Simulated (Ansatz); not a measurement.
`C[S][Al]([F])[F]` + H₂S → `[F][Al]([F])[SH]` + CH₃SH at 298.15 K and 1 bar (ligand exchange at the Al–S bond).

Computed with Ansatz on PBE0-D4/def2-TZVP structures; ΔE is electronic, products minus reactants. CBS: MP2 limit from def2 TZ/QZ plus the TZ coupled-cluster correction, frozen cores. This one scheme is used for every species. One conformer a species, not always the lowest.

```tsv
species	CCSD(T)/CBS energy (Eh)	H − E (kJ/mol)	S (J/(mol·K))
`C[S][Al]([F])[F]`	-879.43566	138.7	361.5
H₂S	-398.97279	49.9	205.7
`[F][Al]([F])[SH]`	-840.18239	55.7	314.9
CH₃SH	-438.22835	133.0	253.2
```

H − E and S are ideal-gas, rigid-rotor, harmonic terms from PBE0-D4/def2-TZVP, for one conformer and one mirror image of each species. 1 Eh = 2625.50 kJ/mol, R = 8.31446 J/(mol·K).

Q: By hand: ΔE, ΔH, ΔS and ΔG.

A: ΔE = (-840.18239) + (-438.22835) − (-879.43566) − (-398.97279) = -0.00229 Eh = -6.0 kJ/mol. Δ(H − E) = 55.7 + 133.0 − 138.7 − 49.9 = 0.1, so ΔH = -5.9 kJ/mol. ΔS = 314.9 + 253.2 − 361.5 − 205.7 = 0.9 J/(mol·K). ΔG = -5.9 − 298.15 × (0.9)/1000 = -6.2 kJ/mol.

Q: By hand: the equilibrium constant, and the temperature at which ΔG would vanish if ΔH and ΔS stayed fixed.

A: log₁₀ K = −ΔG/(RT ln 10) = 1.1. ΔH and −TΔS have one sign here, so there is no such temperature. One of them is within its doubt of zero, so this could turn.

The number of gas molecules stays the same, so ΔS is small and ΔH decides. A doubt of 5 kJ/mol in ΔE shifts log₁₀ K by 0.9 here. Other conformers and mirror images would add mixing entropy, several J/(mol·K) or more a flexible species. Modes under 60 cm⁻¹, often nearly free rotors, make the harmonic entropy too high. These are equilibria of isolated gas molecules and say nothing of rates. Largest T1 diagnostic: 0.012 (customary marks: 0.02 for closed shells, 0.045 for open ones).
